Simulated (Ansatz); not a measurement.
`B[SiH](F)Cl` + `O[SiH3]` → `F[SiH](Cl)O[SiH3]` + BH₃ at 400 K and 1 bar (cleavage of the Si–B bond).

Gas-phase electronic energies from Ansatz, PBE0-D4/def2-TZVP geometries. CBS: MP2 limit from def2 TZ/QZ plus the TZ coupled-cluster correction, frozen cores. This one scheme is used for every species. Each species was taken in one conformer, which may not be the lowest.

```json
{"species": "`B[SiH](F)Cl`", "CCSD(T)/CBS energy (Eh)": "-875.32432", "H − E (kJ/mol)": "115.6", "S (J/(mol·K))": "350.7"}
{"species": "`O[SiH3]`", "CCSD(T)/CBS energy (Eh)": "-366.69042", "H − E (kJ/mol)": "120.0", "S (J/(mol·K))": "276.4"}
{"species": "`F[SiH](Cl)O[SiH3]`", "CCSD(T)/CBS energy (Eh)": "-1215.52253", "H − E (kJ/mol)": "150.1", "S (J/(mol·K))": "418.4"}
{"species": "BH₃", "CCSD(T)/CBS energy (Eh)": "-26.55200", "H − E (kJ/mol)": "82.6", "S (J/(mol·K))": "199.4"}
```

H − E and S are ideal-gas, rigid-rotor, harmonic terms from PBE0-D4/def2-TZVP, for one conformer and one mirror image of each species. 1 Eh = 2625.50 kJ/mol, R = 8.31446 J/(mol·K).

By hand: ΔE, ΔH, ΔS and ΔG.

ΔE = (-1215.52253) + (-26.55200) − (-875.32432) − (-366.69042) = -0.05979 Eh = -157.0 kJ/mol. Δ(H − E) = 150.1 + 82.6 − 115.6 − 120.0 = -2.9, so ΔH = -159.9 kJ/mol. ΔS = 418.4 + 199.4 − 350.7 − 276.4 = -9.3 J/(mol·K). ΔG = -159.9 − 400 × (-9.3)/1000 = -156.2 kJ/mol.

By hand: the equilibrium constant, and the temperature at which ΔG would vanish if ΔH and ΔS stayed fixed.

log₁₀ K = −ΔG/(RT ln 10) = 20.4. ΔG = 0 at ΔH/ΔS = 17194 K, far beyond where these terms or the molecules hold.

The number of gas molecules stays the same, so ΔS is small and ΔH decides. A doubt of 5 kJ/mol in ΔE shifts log₁₀ K by 0.7 here. Other conformers and mirror images would add mixing entropy, several J/(mol·K) or more a flexible species. Modes under 60 cm⁻¹, often nearly free rotors, make the harmonic entropy too high. These are equilibria of isolated gas molecules and say nothing of rates. Largest T1 diagnostic: 0.011 (customary marks: 0.02 for closed shells, 0.045 for open ones).
